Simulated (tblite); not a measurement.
Run record: tight-binding relaxation, `C=Cc1cc[n+](C)c(Cl)c1`.

Computed with GFN2-xTB geometry optimisation, gas phase (tblite 0.8.0). Start geometry: from a force field or distance geometry. The input is one job of a driver script: a line of settings, then coordinates in Å.

Input:
```
{"job": {"kind": "relax", "xc": "GFN2-xTB", "basis": "xTB"}, "charge": 1, "multiplicity": 1}
C      3.340200     0.362000    -0.843500
C      2.569400    -0.010200     0.164900
C      1.125100    -0.028600     0.133400
C      0.463300    -0.445800     1.279800
C     -0.914100    -0.475800     1.284300
N     -1.604700    -0.093400     0.179500
C     -3.060900    -0.144400     0.257300
C     -0.973300     0.330200    -0.945700
Cl    -1.825300     0.821500    -2.379800
C      0.403800     0.363800    -0.985500
H      4.397100     0.336500    -0.717000
H      2.934700     0.696100    -1.790700
H      3.070900    -0.330100     1.090600
H      1.010400    -0.762100     2.169600
H     -1.472300    -0.788700     2.150000
H     -3.517300    -0.365300    -0.712000
H     -3.489200     0.829400     0.594500
H     -3.367900    -0.987000     0.948300
H      0.900200     0.701100    -1.885500
```

Output:
```
step      E/eV     max force
  0    -782.36327    1.327
  1    -782.44452    0.629
  2    -782.47940    0.450
  3    -782.50391    0.341
  4    -782.52022    0.312
  5    -782.53072    0.268
  6    -782.53597    0.168
  7    -782.53970    0.156
  8    -782.54285    0.152
  9    -782.54492    0.103
... (44 lines left out)
 54    -782.57330    0.022
 55    -782.57337    0.014
 56    -782.57341    0.015
 57    -782.57345    0.011
 58    -782.57348    0.012
 59    -782.57351    0.013
 60    -782.57354    0.016
 61    -782.57358    0.014
 62    -782.57361    0.010
 63    -782.57363    0.008
```

«max force» is the largest atomic force in eV/Å.

From which step on does the largest force stay under 0.1 eV/Å, and how much energy is left to gain from there?

From step 42 (0.099 eV/Å), 5.5 meV above the end.

In short: energy lowered by 4.9 kcal/mol over 63 steps; largest atomic force 0.008 eV/Å at the end.

Give the final coordinates.

0.204 Å rms from the input after alignment:
```
atom  x, y, z in Å
C1     3.3965    0.3643   -0.8521
C2     2.6059   -0.0049    0.1565
C3     1.1589   -0.0221    0.1391
C4     0.4530   -0.5053    1.2579
C5    -0.9146   -0.5308    1.2542
N6    -1.6363   -0.1042    0.2011
C7    -3.0796   -0.1531    0.2338
C8    -0.9935    0.3714   -0.8902
Cl9   -1.9384    0.9107   -2.2103
C10    0.3856    0.4218   -0.9400
H11    4.4673    0.3422   -0.7473
H12    3.0247    0.6932   -1.8074
H13    3.0521   -0.3351    1.0847
H14    0.9886   -0.8599    2.1243
H15   -1.4678   -0.8991    2.1053
H16   -3.4531   -0.7740   -0.5817
H17   -3.4925    0.8496    0.1143
H18   -3.4182   -0.5672    1.1800
H19    0.8516    0.8116   -1.8298
```

Hardware: one thread of an Arm Neoverse V1, shared host with 32 logical CPUs at a one-minute load of 9.9. Cost: 0.54 s of wall time.
Labels such as C1 count atoms from 1, the log's own numbers from 0.
